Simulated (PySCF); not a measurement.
Mapped SMILES: `[CH3:1][P:2]1[CH2:3][CH2:4][SiH2:5][CH2:6][CH2:7]1`; H(Xn) means a hydrogen on atom n.

All values are calculated (PySCF 2.14): geometry: GFN2-xTB, GIAO PBE0/pcSseg-1 shieldings. Non-relativistic Hamiltonian, one averaged value for each set of equivalent atoms, no solvent model, single conformer.

Scale: 13C (σ = 186.93 ppm) and 1H (σ = 31.72 ppm) and 29Si (σ = 349.16 ppm) vs TMS; H3PO4 for 31P (σ = 318.38 ppm) (reference shieldings calculated alike).

```tsv
atoms	nucleus	count	Hirshfeld charge	δ (ppm)
H(Si5)	1H	2	-0.08	4.05
H(C1)	1H	3	0.04	?
P2	31P	1	0.14	-64.5
H(C4)/H(C6)	1H	4	0.04	1.11
Si5	29Si	1	0.34	?
H(C3)/H(C7)	1H	4	0.03	1.63
C3/C7	13C	2	-0.11	?
C1	13C	1	-0.17	17.9
C4/C6	13C	2	-0.16	8.6
```

**Question.** Complete the table.

**Answer.** 
- C3/C7: 33.4 ppm, sp3 CH2 bonded to P
- H(C1): 0.99 ppm, hydrogen on a methyl carbon bonded to P
- Si5: -46.1 ppm, silicon bonded to 2 C, 2 H, in a 6-membered ring

Shifts are as computed. Against solution values, carbons near 30 ppm lie about +3 ppm off and those near 130 ppm about +5 ppm. Of 1211 compounds with measured shifts, 218 miss one by over three times the rms of a fit or turn the order of signals round; such compounds aren't used in these exercises. Experimental scales use liquid or dissolved standards, which lie at an offset from isolated H3PO4.
